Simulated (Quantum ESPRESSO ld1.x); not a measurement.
Problem. Radial electron density D(r) = 4 pi r^2 rho(r) of an atom or ion with 15 electrons. Calculated with ld1.x of Quantum ESPRESSO 7.5: scalar-relativistic Kohn-Sham, LDA (Slater exchange, Perdew-Zunger correlation), spin-polarised, spherical densities, point nucleus.

```
   r/bohr * D(r) (the largest magnitude, 19.5, reaches the edge; | marks zero)
 0.002952 |*
 0.003753 |*
 0.004771 | *
 0.006065 |   *
  0.00771 |    *
 0.009802 |       *
  0.01236 |           *
  0.01571 |                *
  0.01998 |                      *
  0.02539 |                              *
  0.03228 |                                       *
  0.04104 |                                               *
  0.05217 |                                                     *
  0.06632 |                                                      *
  0.08431 |                                                  *
   0.1072 |                                           *
   0.1352 |                                     *
   0.1718 |                                     *
   0.2184 |                                            *
   0.2777 |                                                    *
    0.353 |                                                    *
   0.4488 |                                         *
   0.5705 |                        *
   0.7253 |            *
    0.922 |         *
    1.172 |          *
     1.49 |         *
    1.879 |      *
    2.389 |  *
    3.037 |*
     3.86 *
    4.908 *
```

What is the nuclear charge?

Solution. Z = 17. The innermost maximum, from 1s, lies near gamma/Z bohr with gamma = sqrt(1 - (Z/c)^2) = 0.992, here 0.0584 bohr (found: 0.0617), and its height grows with Z. The density is that of the chlorine ion Cl2+ in [Ne] 3s2 3p3; the configuration itself is not fixed sharply by these data, and Z only to about a unit. D(r) has 3 maxima, at r = 0.0617, 0.313, 1.25 bohr, and minima at 0.151, 0.915 bohr, inside which lie 2.17, 10.41 electrons.
